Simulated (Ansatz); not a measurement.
The same bond dissociation along the group F, Cl, Br.

Calculated with Ansatz (gas phase, PBE0-D4/def2-TZVP geometries, no zero-point term in ΔE). CCSD(T)/CBS adds triple-zeta CCSD(T) − MP2 to the extrapolated MP2 energy (def2 sets, frozen cores). This one scheme is used for every species, atoms too. Functionals use def2-TZVPP. Open shells (•) are unrestricted, without spin–orbit coupling. Spin–orbit coupling would lower the free atoms: a little for Cl, F; clearly for Br. def2 core potentials past Kr. For Br, Sn outer-core shells are correlated without core-valence functions, so the limit isn't a true one: a few kJ/mol of doubt a bond, and 10 to 20 or more in all where bonds break to atoms. Scalar relativity is left out up to krypton. Each species was taken in one conformer, which may not be the lowest.

| reaction | CCSD(T)/CBS(def2) (kJ/mol) |
| --- | --- |
| `[OH][SnH2][F]` → F• + `[OH][SnH2]`• | 521 |
| `[OH][SnH2][Cl]` → Cl• + `[OH][SnH2]`• | 411 |
| `[OH][SnH2][Br]` → Br• + `[OH][SnH2]`• | ? |

Question: Fill in the missing values. (An estimate is asked.)

Answer: The calculation gave: `[OH][SnH2][Br]` → Br• + `[OH][SnH2]`•: +375.1 kJ/mol.

Largest T1 diagnostic: 0.017, for `[OH][SnH2]`•.
